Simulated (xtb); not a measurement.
H6PSi, SMILES [SiH3][PH3+], charge +1. All values are semi-empirical tight-binding results from xtb (GFN2-xTB unless named), good for trends rather than for accurate numbers. The structure is a stationary point at GFN2-xTB. The isomer is the one that the SMILES or the coordinates give; other isomers of the formula were not compared.

| Quantity | Result |
|---|---|
| point group as xtb finds it | C3v |
| orbital gap | 5.61 eV |
| zero-point energy | 30.6 kcal/mol |
| G − E(el) at 298.15 K (modified RRHO) | 13.9 kcal/mol |
| static polarisability (D4 model) | 55.2 bohr³ |
| solvation energy, GFN2-xTB/ALPB(water) | -51.0 kcal/mol |
| solvation energy, GFN2-xTB/ALPB(thf) | -44.9 kcal/mol |
